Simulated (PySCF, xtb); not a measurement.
Te(Me)(SiMe3) (C₄H₁₂SiTe), SMILES C[Te][Si](C)(C)C. Other conformers were not sampled.

Harmonic wavenumbers (cm⁻¹) from GFN2-xTB in xtb at its own minimum, in rising order: 17, 92, 97, 104, 110, 116, 127, 146, 163, 181, 192, 329, 545, 648, 723, 736, 770, 785, 794, 839, 842, 846, 852, 855, 1306, 1365, 1367, 1371, 1479, 1481, 1482, 1486, 1488, 1489, 1491, 1493, 3035, 3035, 3035, 3038, 3038, 3041, 3048, 3048, 3050, 3068, 3074, 3091.

### Question
What does B3LYP-D3(BJ)/def2-SVP run with PySCF 2.14.0 give at its own minimum? (The exact figures need the calculation; the answer reports its results.)

### Answer
31, 96, 107, 147, 157, 163, 170, 174, 183, 212, 223, 326, 508, 615, 686, 687, 693, 754, 754, 828, 837, 860, 860, 862, 1235, 1263, 1265, 1273, 1422, 1429, 1431, 1434, 1436, 1443, 1445, 1448, 3022, 3023, 3026, 3062, 3109, 3110, 3113, 3127, 3129, 3129, 3177, 3182. Paired by order, the mean absolute difference is 44 cm⁻¹ and the zero-point energies are 92.6 and 92.4 kcal/mol.
